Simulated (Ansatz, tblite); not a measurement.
Forces on SnClH3 (SnH3Cl) at its PBE0-D4/def2-TZVP geometry. The state is a singlet with charge 0.

In the def2 sets Sn takes a core potential; there is no spin–orbit coupling. The xTB rows come from tblite.

GFN1-xTB (tblite), largest force 0.60 eV/Å:

```xyz
5
positions Å, forces eV/Å
Sn    0.147   -0.058   -0.091    0.230   -0.091   -0.142
Cl   -1.735    0.686    1.069    0.206   -0.082   -0.127
H    -0.179   -1.664   -0.542    0.101    0.564    0.165
H     1.450    0.062    0.995   -0.466   -0.037   -0.370
H     0.317    0.974   -1.431   -0.072   -0.354    0.474
```

GFN2-xTB (tblite), largest force 0.50 eV/Å:

```
Sn -0.400 0.158 0.246
Cl 0.358 -0.142 -0.221
H 0.104 0.181 0.019
H -0.104 -0.040 -0.177
H 0.041 -0.157 0.133
```

PBE0-D4/def2-TZVP (Ansatz), largest force 0.01 eV/Å:

```
Sn 0.011 -0.005 -0.007
Cl -0.001 0.001 0.001
H -0.004 0.000 0.002
H -0.002 0.002 0.004
H -0.004 0.003 0.001
```
